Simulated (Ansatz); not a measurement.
Molecule: CH$_{3}$BClS, charge 0, multiplicity 2. It need not be the lowest isomer of its formula. 
Geometry from a B3LYP-D3(BJ)/def2-TZVP (Ansatz, a quantum-chemistry and plane-wave program) optimisation:
```xyz
7

C     -1.6870    -0.3234    -0.7569
S     -0.6708     1.1674    -0.3800
B      0.8041     0.5711     0.3354
Cl     1.3239    -1.0470     0.6733
H     -1.9024    -0.8653     0.1599
H     -1.1579    -0.9640    -1.4572
H     -2.6118     0.0342    -1.2045
```
Charge 0, spin multiplicity 2.

Total electronic energies in hartree. Valence correlation only, unless marked. UHF or UKS for open shells. Spin-orbit coupling is left out. Non-relativistic. CBS(X,Y): correlation extrapolated as X^-3; Hartree-Fock from the larger set. The bracket is a focal-point correction in the basis named.

```csv
level,program,energy (Eh)
RI-HF/cc-pV(Q+d)Z,Ansatz,-921.41067
SVWN5/def2-TZVPD,Ansatz,-919.69502
PBE/def2-TZVPD,Ansatz,-922.74542
revPBE-D4/def2-TZVPD,Ansatz + dftd4,-923.04625
B2PLYP-D3(BJ)/def2-TZVPD,Ansatz + dftd3,-922.87935
RPA@PBE/cc-pV(T+d)Z,Ansatz,-922.40456
MP2/aug-cc-pV(D+d)Z,Ansatz,-921.86456
"RI-MP2/CBS(aug-cc-pV(T+d)Z,aug-cc-pV(Q+d)Z)+[CCSD(T)-MP2]/aug-cc-pV(T+d)Z",Ansatz,-922.1912
"CCSD(T)/CBS(aug-cc-pV(T+d)Z,aug-cc-pV(Q+d)Z)",Ansatz,-922.1852
```

Totals of different functionals don't rank their quality; only differences between species are comparable.
